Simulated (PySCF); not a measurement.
NMR data simulated for an unnamed compound:

$^{1}$H NMR (500 MHz, computed): δ 7.99 (m, 1H), 7.50 (m, 1H), 7.44 (m, 1H), 7.20 (m, 1H), 4.99 (s, 2H), 0.21 (br s, 1H).

$^{13}$C{$^{1}$H} NMR (computed): δ 169.4 (C), 138.3 (C), 134.9 (CH), 132.8 (CH), 130.0 (CH), 120.7 (CH), 64.5 (CH2).

PySCF calculation with GIAO B97-2/pcSseg-2 shieldings and PBE0-D3(BJ)/def2-TZVP structure; fast rotation and ring inversion assumed for equivalent nuclei, relativity neglected, one computed conformer, no solvent.

Referencing at the same level of theory: TMS for $^{1}$H (σref 31.64), $^{13}$C (σref 185.38).

Which of these does the molecule contain: a benzene ring, an S-methyl group, an OH group, a C≡C triple bond, an aldehyde?

Results:


- A benzene ring: yes.
- An S-methyl group: no.
- An OH group: yes (δH 0.21 (br s)).
- A C≡C triple bond: no.
- An aldehyde: no.

The data belong to `OCc1ccccc1F`, C7H7FO; they needn't prove each group on their own.

Carbon signals by region: 1 in the far downfield region (above 160 ppm), 5 in the sp2 and nitrile region (100–160 ppm), 1 at 50–100 ppm. Above 160 ppm: 169.4, aromatic carbon bearing fluorine.

Exchangeable OH/NH protons stand at their gas-phase positions; hydrogen bonding in a real sample shifts them, mostly to higher δ. Splittings by $^{19}$F in the carbon and heteronuclear signals aren't shown, as no couplings were computed. Shifts are as computed. Against solution values, carbons near 30 ppm lie about +3 ppm off and those near 130 ppm about +7 ppm. Of 1309 compounds with measured shifts, 239 miss one by over three times the rms of a fit or turn the order of signals round; such compounds aren't used in these exercises. No couplings were computed; multiplicities are counted from neighbouring protons, with m where these are inequivalent, close in shift, in a saturated or five-membered ring or joined by F or P, and br s for small geminal =CH2 splittings.
